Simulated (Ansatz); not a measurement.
Frontier orbitals of C$_{2}$H$_{3}$FSn (`C#[C][SnH2][F]`).

| atom | x (Å) | y (Å) | z (Å) |
| --- | --- | --- | --- |
| C1 | 0.566 | -0.225 | 2.055 |
| C2 | 0.254 | -0.072 | 0.900 |
| Sn3 | -0.269 | 0.243 | -1.077 |
| F4 | -0.844 | -1.472 | -1.721 |
| H5 | 0.840 | -0.371 | 3.075 |
| H6 | -1.627 | 1.250 | -1.210 |
| H7 | 1.079 | 0.648 | -2.022 |

Charge 0, multiplicity 1. Correlated methods include outer-core shells of Sn, which these sets cover unevenly. Sn takes the def2 core potential. Geometry: relaxed with PBE0-D4/def2-TZVP. Basis def2-TZVPP, the Gaussian-basis code of Ansatz.

Orbital energies of one run (eV). Highest occupied ones, from the top: -8.68, -8.82, -9.97, -10.45, -11.48, -11.52, -11.90, -15.14, -16.38, -21.95, -29.40, -29.76, -29.78, -29.87. Empty: -0.92, 0.09, 0.18, 0.95, 1.48, 2.81.

(1) Which functional gave them?
A. HSE06 (plane-wave form)
B. BLYP
C. r2SCAN0
D. BHLYP

Results:

(1) C. HOMO energies: r2SCAN0 -8.68, HSE06 -8.10, BLYP -7.11, BHLYP -9.57 eV.
